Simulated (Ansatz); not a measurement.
Cost and result for the atomization energy of CH₄ClFO₂Sn (`C[O][Sn]([OH])([F])[Cl]`) (10 atoms, 9 bonds).

```json
{"atom": "C1", "x (Å)": "-0.4124", "y (Å)": "-0.8135", "z (Å)": "-1.5131"}
{"atom": "O2", "x (Å)": "-0.5992", "y (Å)": "-0.6331", "z (Å)": "-0.1195"}
{"atom": "Sn3", "x (Å)": "0.4499", "y (Å)": "0.6404", "z (Å)": "0.8843"}
{"atom": "O4", "x (Å)": "-0.1568", "y (Å)": "0.6141", "z (Å)": "2.7133"}
{"atom": "F5", "x (Å)": "0.1589", "y (Å)": "2.3664", "z (Å)": "0.1386"}
{"atom": "Cl6", "x (Å)": "2.7038", "y (Å)": "0.2809", "z (Å)": "0.7531"}
{"atom": "H7", "x (Å)": "-1.1034", "y (Å)": "-1.5966", "z (Å)": "-1.8317"}
{"atom": "H8", "x (Å)": "-0.6366", "y (Å)": "0.0978", "z (Å)": "-2.0767"}
{"atom": "H9", "x (Å)": "0.6068", "y (Å)": "-1.1366", "z (Å)": "-1.7518"}
{"atom": "H10", "x (Å)": "-1.0111", "y (Å)": "0.1803", "z (Å)": "2.8035"}
```

The species carries charge 0 and has multiplicity 1. Correlated methods include outer-core shells of Sn, which these sets cover unevenly. Sn takes the def2 core potential. All single points use the PBE0-D4/def2-TZVP geometry. It is one conformer, not always the lowest. Program: Ansatz. All runs use 2 threads of an AMD EPYC 7R13 on a shared host and a share of an NVIDIA H100 80 GB. Times are those of one run each, without the atoms' runs, and a repeat can differ threefold. Electronic energies, without spin–orbit coupling; frozen cores. CCSD(T)/CBS adds CCSD(T) − MP2 in def2-TZVPP to the MP2 limit, and its time is that of the two runs behind it. T1 = 0.014. With those shells the extrapolation isn't a true limit. B3LYP takes the VWN-RPA correlation (the form of Gaussian; ORCA's B3LYP/G).

CCSD(T)/CBS is a level of theory with its own doubt, some kJ/mol a heavy atom from the limit and from the frozen cores, so smaller differences don't rank the functionals.

```json
{"level": "PBE0-D4/def2-TZVPP", "functions": "272", "wall time": "1.7 s", "atomization (kJ/mol)": "3486.3", "difference from CCSD(T)/CBS": "-73.1", "per bond": "-8.1"}
{"level": "PBE-D4/def2-TZVPP (with forces)", "functions": "272", "wall time": "2 s", "atomization (kJ/mol)": "3602.8", "difference from CCSD(T)/CBS": "43.4", "per bond": "4.8"}
{"level": "B3LYP-D4/def2-TZVPP (with forces)", "functions": "272", "wall time": "2.2 s", "atomization (kJ/mol)": "3483.9", "difference from CCSD(T)/CBS": "-75.5", "per bond": "-8.4"}
{"level": "r2SCAN-D4/def2-TZVPP (with forces)", "functions": "272", "wall time": "2.4 s", "atomization (kJ/mol)": "3528.4", "difference from CCSD(T)/CBS": "-31.0", "per bond": "-3.5"}
{"level": "B2PLYP/def2-TZVPP", "functions": "272", "wall time": "2.5 s", "atomization (kJ/mol)": "3464.7", "difference from CCSD(T)/CBS": "-94.7", "per bond": "-10.5"}
{"level": "ωB97X-V/def2-TZVPP", "functions": "272", "wall time": "3.1 s", "atomization (kJ/mol)": "3535.4", "difference from CCSD(T)/CBS": "-24.0", "per bond": "-2.7"}
{"level": "MP2/def2-QZVPP", "functions": "500", "wall time": "4.8 s", "atomization (kJ/mol)": "3611.2", "difference from CCSD(T)/CBS": "51.8", "per bond": "5.8"}
{"level": "ωB97M-V/def2-TZVPP (with forces)", "functions": "272", "wall time": "5.5 s", "atomization (kJ/mol)": "3519.1", "difference from CCSD(T)/CBS": "-40.3", "per bond": "-4.5"}
{"level": "CCSD(T)/def2-TZVPP", "functions": "272", "wall time": "6.5 s", "atomization (kJ/mol)": "3424.5", "difference from CCSD(T)/CBS": "-134.9", "per bond": "-15.0"}
{"level": "CCSD(T)/CBS(def2)", "functions": "–", "wall time": "11 s", "atomization (kJ/mol)": "3559.4", "difference from CCSD(T)/CBS": "0.0", "per bond": "0.0"}
```

From PBE to PBE0 (25 % exact exchange), in def2-TZVPP and without D4, the atomization energy moves by −113.3 kJ/mol: exact exchange takes away binding that semilocal exchange gives to molecules. The D4 term adds +37.5 kJ/mol with B3LYP and +20.0 kJ/mol with PBE0; it sums over pairs of atoms, weighted by their polarisabilities, and B3LYP, whose exchange is more repulsive, gets the larger term. In def2-TZVPP, CCSD(T) changes the Hartree–Fock value by +1044.9 kJ/mol (the triples alone add +74.9 kJ/mol) and MP2 by +1149.0 kJ/mol; breaking electron pairs costs correlation energy, which Hartree–Fock lacks.

Spin–orbit coupling would lower the free Sn atoms strongly, and the atomization energy with them, by more than many differences here. For some Ge, Se and Sn compounds the MP2-based and the directly extrapolated limit differ by 10 to 25 kJ/mol.
